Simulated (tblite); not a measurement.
Species: C5H8N2SeSi.
Numbering: `[SiH3:1][c:2]1[n:3][se:4][n:5][c:6]1[CH:7]1[CH2:8][CH2:9]1` (hydrogens: H10, H11, H12 on Si1; H13 on C7; H14, H15 on C8; H16, H17 on C9)

Computed with GFN2-xTB (tblite), gas phase: L-BFGS steps from a force-field or distance-geometry start until the largest atomic force falls under 0.01 eV/Å.

Step 84: E = -694.0978 eV
```
atom  x, y, z in Å  |  force x, y, z in eV/Å
Si1     2.3217   -1.0895    0.7987    0.000   0.001   0.009
C2      1.5916    0.3550   -0.1620    0.017  -0.016  -0.038
N3      2.4107    1.1988   -0.7343   -0.004   0.043   0.049
Se4     1.4932    2.4800   -1.5473   -0.017  -0.006  -0.010
N5     -0.0325    1.7460   -1.0463    0.005  -0.032  -0.020
C6      0.2043    0.6595   -0.3491   -0.001  -0.013  -0.004
C7     -0.8853   -0.1739    0.1633   -0.019   0.007   0.030
C8     -2.0790   -0.4567   -0.7198    0.020   0.041  -0.018
C9     -2.2271    0.4478    0.4538   -0.028   0.006  -0.023
H10     1.8791   -0.9682    2.1919    0.009   0.015   0.010
H11     1.7683   -2.3241    0.2352    0.017  -0.025  -0.026
H12     3.7743   -1.0405    0.6903   -0.028  -0.011   0.001
H13    -0.5528   -0.9722    0.8164    0.011   0.009  -0.023
H14    -2.5065   -1.4479   -0.6795   -0.001   0.036   0.000
H15    -2.0776   -0.0073   -1.7030    0.012  -0.038   0.063
H16    -2.3221    1.5053    0.2613    0.007  -0.005   0.003
H17    -2.7674    0.0998    1.3207    0.000  -0.012  -0.003
```

Step 85: E = -694.0983 eV
```
atom  x, y, z in Å  |  force x, y, z in eV/Å
Si1     2.3239   -1.0858    0.8054   -0.008  -0.006  -0.016
C2      1.5907    0.3542   -0.1607    0.030  -0.010  -0.030
N3      2.4089    1.1998   -0.7318    0.006   0.038   0.045
Se4     1.4911    2.4743   -1.5539   -0.026  -0.004  -0.006
N5     -0.0346    1.7370   -1.0563    0.020  -0.031  -0.022
C6      0.2035    0.6535   -0.3545   -0.003  -0.008  -0.001
C7     -0.8854   -0.1798    0.1579   -0.025   0.009   0.041
C8     -2.0842   -0.4502   -0.7218    0.035   0.024   0.008
C9     -2.2232    0.4469    0.4581   -0.025  -0.006  -0.025
H10     1.8782   -0.9675    2.1975    0.007   0.017   0.011
H11     1.7737   -2.3206    0.2370    0.024  -0.019  -0.015
H12     3.7767   -1.0333    0.6983   -0.034  -0.011   0.004
H13    -0.5523   -0.9816    0.8067    0.002   0.011  -0.034
H14    -2.5167   -1.4386   -0.6860   -0.011   0.014  -0.002
H15    -2.0823    0.0052   -1.7011    0.008  -0.023   0.028
H16    -2.3138    1.5057    0.2714    0.002  -0.002   0.017
H17    -2.7614    0.0928    1.3241   -0.001   0.007  -0.003
```

Step 86: E = -694.0990 eV
```
atom  x, y, z in Å  |  force x, y, z in eV/Å
Si1     2.3274   -1.0812    0.8135   -0.019  -0.020  -0.037
C2      1.5905    0.3524   -0.1605    0.030   0.001  -0.008
N3      2.4074    1.2017   -0.7279    0.010   0.027   0.028
Se4     1.4881    2.4671   -1.5623   -0.029  -0.004   0.005
N5     -0.0368    1.7245   -1.0691    0.026  -0.025  -0.028
C6      0.2029    0.6451   -0.3618    0.002  -0.008  -0.001
C7     -0.8860   -0.1879    0.1508   -0.040   0.027   0.030
C8     -2.0915   -0.4416   -0.7247    0.033   0.009   0.024
C9     -2.2189    0.4453    0.4638   -0.001  -0.013  -0.032
H10     1.8779   -0.9644    2.2045    0.005   0.018   0.006
H11     1.7839   -2.3187    0.2409    0.033  -0.002   0.000
H12     3.7804   -1.0230    0.7104   -0.037  -0.010   0.004
H13    -0.5522   -0.9945    0.7925   -0.003  -0.004  -0.032
H14    -2.5329   -1.4261   -0.6961   -0.008   0.001   0.001
H15    -2.0910    0.0225   -1.6989    0.011  -0.012   0.005
H16    -2.3023    1.5064    0.2868   -0.005  -0.003   0.026
H17    -2.7540    0.0844    1.3284   -0.009   0.017   0.007
```

Task: Estimate the geometry and energy of step 87. (The exact step hangs on the optimiser's Hessian estimate; all steps are aligned on step 86, rigid shifts and turns removed.)

Result: E = -694.0996 eV, largest force 0.054 eV/Å
```
atom  x, y, z in Å  |  force x, y, z in eV/Å
Si1     2.3300   -1.0775    0.8193   -0.028  -0.027  -0.038
C2      1.5906    0.3502   -0.1613    0.017   0.012   0.023
N3      2.4063    1.2043   -0.7232    0.008   0.014   0.004
Se4     1.4851    2.4611   -1.5685   -0.022   0.006   0.009
N5     -0.0384    1.7130   -1.0808    0.023  -0.018  -0.029
C6      0.2023    0.6371   -0.3685    0.009  -0.006  -0.001
C7     -0.8874   -0.1942    0.1451   -0.022   0.015   0.025
C8     -2.0976   -0.4343   -0.7270    0.023  -0.008   0.038
C9     -2.2158    0.4441    0.4682    0.017  -0.009  -0.015
H10     1.8778   -0.9605    2.2098    0.001   0.017  -0.003
H11     1.7946   -2.3181    0.2446    0.032   0.003   0.008
H12     3.7827   -1.0145    0.7209   -0.026  -0.008   0.003
H13    -0.5520   -1.0062    0.7795   -0.017  -0.001  -0.033
H14    -2.5465   -1.4152   -0.7042   -0.009  -0.010   0.004
H15    -2.0977    0.0368   -1.6967    0.012   0.003  -0.028
H16    -2.2919    1.5074    0.3012   -0.012  -0.007   0.024
H17    -2.7491    0.0785    1.3321   -0.009   0.023   0.007
```

The energy changes by -0.0006 eV. The first-order estimate −F·Δx gives -0.0008 eV and the mean of the old and new forces, exact on a quadratic surface, -0.0006 eV. The step makes an angle of 83° with the force vector and moves no atom by more than 0.019 Å.

What follows is the cost of the whole relaxation. The run took 0.89 s of wall time on an Arm Neoverse V1 with one thread (shared host).
